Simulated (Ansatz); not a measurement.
Reactions of `[SH][Ge]([SH])([SH])[SH]`.

Calculated with Ansatz (gas phase, PBE0-D4/def2-TZVP geometries, no zero-point term in ΔE). CCSD(T)/CBS is the MP2 limit (def2-TZVPP, def2-QZVPP) plus CCSD(T) − MP2 in def2-TZVPP, frozen cores. This one scheme is used for every species, atoms too. DFT in def2-TZVPP. No spin–orbit coupling; open shells (•) take unrestricted orbitals. Spin–orbit coupling would lower the free atoms: a little for S; clearly for Ge. Bonds to Ge are less sure, by a few kJ/mol each and by 10 to 20 or more in all where they break to atoms, as the def2 sets lack core-valence functions. Scalar relativity is left out up to krypton. One conformer a species, not always the lowest.

| reaction | PBE-D4 (kJ/mol) | CCSD/CBS(def2) (kJ/mol) | B2PLYP (kJ/mol) | CCSD(T)/CBS(def2) (kJ/mol) |
| --- | --- | --- | --- | --- |
| `[SH][Ge]([SH])([SH])[SH]` + HCl → `[SH][Ge]([SH])([SH])[Cl]` + H₂S | -20 | -22 | -25 | -21 |
| `[SH][Ge]([SH])([SH])[SH]` → `[SH][Ge]([SH])[SH]`• + `[SH]`• | 310 | 321 | 302 | 331 |
| `[SH][Ge]([SH])([SH])[SH]` + H–F → `[F][Ge]([SH])([SH])[SH]` + H₂S | -7 | -10 | -20 | -7 |
| `[SH][Ge]([SH])([SH])[SH]` + H₂ → `[SH][GeH]([SH])[SH]` + H₂S | 42 | 29 | 31 | 36 |
| `[SH][Ge]([SH])([SH])[SH]` → `[SH][Ge][SH]` + `SS` | 172 | 187 | 175 | 190 |
| `[SH][Ge]([SH])([SH])[SH]` → Ge• + 4 H• + 4 S• | 2650 | 2549 | 2532 | 2611 |

Largest T1 diagnostic: 0.015, for `[SH][Ge]([SH])[SH]`•.
